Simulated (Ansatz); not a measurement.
Ideal-gas functions of CH$_{4}$OSSi (`C1O[SiH2]S1`) at 800 K and 1 bar, from an Ansatz frequency run at PBE0-D4/def2-TZVP.

Molar mass 92.2 g/mol, point group Cs (symmetry number 1), electronic degeneracy 1, moments of inertia 67.693, 97.019, 155.611 u Å². Harmonic wavenumbers (cm⁻¹, unscaled): 156, 450, 536, 540, 652, 709, 818, 866, 943, 1008, 1070, 1190, 1312, 1512, 2227, 2229, 3069, 3130.

Use S(trans) = R[1.5 ln M + 2.5 ln T − 1.1517]; rotational temperatures θ = 24.2544 K / I; S(rot) = R[ln(√π/σ · √(T³/θAθBθC)) + 1.5]; for each mode x = 1.438777 ν̃/T, S = R[x/(eˣ − 1) − ln(1 − e⁻ˣ)] and H = RT x/(eˣ − 1); 1 cm⁻¹ = 0.0119627 kJ/mol; R = 8.31446 J/(mol·K).

Task: By hand: the entropy, in J/(mol·K).

Result: Translation 185.8. Rotation: θ = 0.3583, 0.25, 0.1559 K, giving 118.4. Vibration, mode by mode: 18.91, 10.30, 8.93, 8.88, 7.45, 6.84, 5.82, 5.42, 4.85, 4.42, 4.05, 3.41, 2.87, 2.16, 0.77, 0.77, 0.22, 0.20, in all 96.3. Electronic 0.0. Sum 400.5 J/(mol·K).

Task: By hand: H − E and G − E in kJ/mol, counted from the electronic energy.

Result: Zero-point energy ½ × 22417 × 0.0119627 = 134.1; thermal vibration 43.6; translation, rotation and pV give 4 RT = 26.6. H − E = 204.3 kJ/mol, and G − E = 204.3 − 800 × 400.5/1000 = -116.1 kJ/mol.

Vibration gives 24 % of the entropy.
